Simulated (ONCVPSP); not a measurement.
# strontium: one change to an ONCV potential, before and after

ONCVPSP 4.0.1 input, shortened (lines: element, Z, core and valence counts, functional; n l f; lmax; l rc ep ncon nbas qcut; lloc lpopt rc5 dvloc0; l nproj debl; icmod fcfact rcfact), PBE, scalar-relativistic:

```
  Sr 38.00    6    4        4      upf
    1    0    2.00
    2    0    2.00
    2    1    6.00
    3    0    2.00
    3    1    6.00
    3    2   10.00
    4    0    2.00
    4    1    6.00
    5    0    1.50
    5    1    0.50
    2
    0    2.45    0.00    4    7    5.00
    1    2.95    0.00    4    8    3.70
    2    2.45    0.25    4    9    4.40
    2    5    2.45    0.00
    0    2    1.00
    1    2    0.90
    2    0    2.20
    3    2.75    1.75
```

In the d channel the program set the typed energies aside and used 0.050 Ha.

Change: all radii but the core radius scaled by about 1.10 (s 2.70, p 3.24, d 2.70 bohr).

Cutoffs: the cutoffs (Ha) at which the residual kinetic energy of the hardest occupied pseudo-wave falls to 1 and 0.1 mHa per electron; they do not see the model core or the augmentation charge, which bear on the density cutoff. Errors are all-electron minus pseudo energies relative to the spin-unpolarised reference configuration.

Q: How do hardness, ghosts and transferability respond?

A: The potential gets softer (6.9 Ha and 9.3 Ha → 5.5 Ha and 8.2 Ha); of the 4 tests that both files solve, the error grows in 3 and shrinks in 0 by more than 15 % and 0.3 meV (median size 0.8 → 1.4 meV); neither file shows a bound ghost. A larger radius leaves more room for a smooth pseudo-wave, so fewer plane waves are needed. More of the atom is replaced by a form fitted at one configuration, so other configurations suffer.

```tsv
quantity	base	changed
cutoff, loose	6.9 Ha	5.5 Ha
cutoff, tight	9.3 Ha	8.2 Ha
loose cutoff by channel	s 6.9 Ha, p 5.9 Ha	s 3.9 Ha, p 5.5 Ha
bound ghosts	none	none
GHOST(+) flags under 300 eV	s at 169.7 eV	s at 151.5 eV
error for 4s2 4p6 5s2 5p0, meV [ΔE -1.14 eV]	-0.4	-0.6
error for 4s2 4p6 5s1 5p0, meV [ΔE 4.75 eV]	-1.0	-1.9
error for 4s2 4p6 5s0 5p0, meV [ΔE 15.76 eV]	-14	-26
error for 4s2 4p6 5s1 5p1, meV [ΔE 1.16 eV]	-0.5	-0.8
rms error of d²Exc/dni dnj with the model core, mHa	2.61	2.76
```
